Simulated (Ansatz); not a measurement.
## septet Cr: levels of theory in one basis

A single Cr atom.

Basis set: def2-TZVP (spherical functions). Frozen core: 5 orbitals. Correlation on ROHF uses semicanonical orbitals with singles. Charge 0, multiplicity 7.

Computed with Ansatz (development build ahead of 0.2.0); each method stands on the lowest determinant of its kind that the runs found.

```json
{"method": "ROHF", "E − E(ROHF) (eV)": "0.00", "<S²> of the determinant": "12.00"}
{"method": "UHF", "E − E(ROHF) (eV)": "-0.01", "<S²> of the determinant": "12.00"}
{"method": "ROHF-MP2", "E − E(ROHF) (eV)": "-8.88", "<S²> of the determinant": "–"}
{"method": "UHF-MP2", "E − E(ROHF) (eV)": "-8.88", "<S²> of the determinant": "12.00"}
```

(1) Is a single determinant a sound starting point here?

Answers

(1) By this sign, yes. Unrestricted orbitals gain 0.01 eV and <S²> is 12.00 against 12.00 for a pure state.
